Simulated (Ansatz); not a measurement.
Ansatz results at the PBE0-D4/def2-TZVP geometry: HOMO energy (B3LYP/def2-TZVPP) -7.93 eV; HOMO energy (PBE0/def2-TZVPP) -8.19 eV; HOMO–LUMO gap (PBE0/def2-TZVPP) 9.17 eV.

Each molecule was computed in one conformer, which needn't be the lowest.

Question: Which molecule gave them?
A. `CCCCC(C)Cl`
B. `Cc1cc(C)c(C)c(C)c1C`
C. `Cc1cccc(N)c1`
D. `Fc1cccc(C(F)(F)F)c1`

Answer: A. The others give `Cc1cc(C)c(C)c(C)c1C`: -6.06, -6.26, 6.48; `Cc1cccc(N)c1`: -5.64, -5.84, 5.88; `Fc1cccc(C(F)(F)F)c1`: -7.52, -7.74, 6.51.

B3LYP here is the variant with VWN-RPA as its local correlation; programs differ in this.
